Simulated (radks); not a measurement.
Values are calculated unless marked as measured or tabulated.
Question: These are the eigenvalues of the occupied orbitals of an atom or ion with whole-number occupations (eV). Code: a radial shooting solver on a logarithmic mesh with Libxc functionals. Model: Dirac Kohn-Sham, PBE, spin-unpolarised, spherical densities, point nucleus.

1s1/2: -85532.63
2s1/2: -15250.36
2p1/2: -14637.92
2p3/2: -12571.92
3s1/2: -3671.661
3p1/2: -3396.116
3p3/2: -2936.776
3d3/2: -2483.342
3d5/2: -2385.270
4s1/2: -851.9948
4p1/2: -733.3651
4p3/2: -621.6749
4d3/2: -428.4154
4d5/2: -407.5790
5s1/2: -171.7257
4f5/2: -158.0945
4f7/2: -153.4886
5p1/2: -131.6511
5p3/2: -110.9435
5d3/2: -55.0814
5d5/2: -52.5330
6p1/2: -30.4837
6p3/2: -27.5591

Which element is it, and in what charge state? The configuration may be excited. Open shells, if any, are shared by 2j + 1.

Answer: Z = 81, thallium, charge +3: Tl3+ in [Xe] 4f14 5d8 6p2. The list shows which subshells hold electrons but not how many an open one holds; the 1s level, -3143.3 hartree, gives Z - s = 79.3 by -(Z - s)^2/2, which with screening and relativity narrows Z to a few neighbours, and the depths of the outer levels then fix element, charge and occupations together.
